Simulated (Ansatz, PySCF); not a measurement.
System: thionyl fluoride, sum formula SOF$_{2}$, charge 0, multiplicity 1. 
Geometry from a B3LYP-D3(BJ)/def2-TZVP (Ansatz, a first-principles code) optimisation:
```xyz
4

O      1.3619    -0.1486    -0.3569
S      0.1670    -0.0077     0.4048
F     -0.6344     1.2320    -0.2285
F     -0.8731    -1.0862    -0.1739
```
Charge 0, spin multiplicity 1.

Quantity: vertical ionisation energy (to the doublet state of charge +1; each state is the SCF solution reached for its spin), in eV. Cores are frozen in the correlated levels unless marked. UHF or UKS for open shells. Spin-orbit coupling is left out. No relativistic terms. Basis-set limits of correlation are two-point, X^-3; Hartree-Fock from the larger set.

```
level                                        program  vertical ionisation energy (eV)
-------------------------------------------  -------  -------------------------------
HF/aug-cc-pV(T+d)Z                            Ansatz                            11.53
SVWN5/def2-TZVPD                              Ansatz                            12.57
PBE/def2-TZVPD                                Ansatz                            12.27
r2SCAN/def2-TZVPD                             Ansatz                            12.35
M06-2X/def2-TZVPD                              PySCF                            12.76
CAM-B3LYP/def2-TZVPD                          Ansatz                            12.70
wB97X-V/def2-TZVPD                            Ansatz                            12.60
B2PLYP/def2-TZVPD                             Ansatz                            12.68
RI-MP2/aug-cc-pV(T+d)Z                        Ansatz                            13.31
RI-MP2/aug-cc-pV(Q+d)Z                        Ansatz                            13.39
RI-MP2/CBS(aug-cc-pV(T+d)Z,aug-cc-pV(Q+d)Z)   Ansatz                            13.46
SCS-MP2/aug-cc-pV(D+d)Z                       Ansatz                            13.01
CCSD/aug-cc-pV(D+d)Z                          Ansatz                            12.47
CCSD(T)/aug-cc-pV(D+d)Z                       Ansatz                            12.48
```

For comparison, minus the highest occupied orbital energy (PySCF): 10.02 eV at PW6B95/def2-TZVPD, 11.33 eV at M06-2X/def2-TZVPD, 9.00 eV at TPSSh/def2-TZVPD.
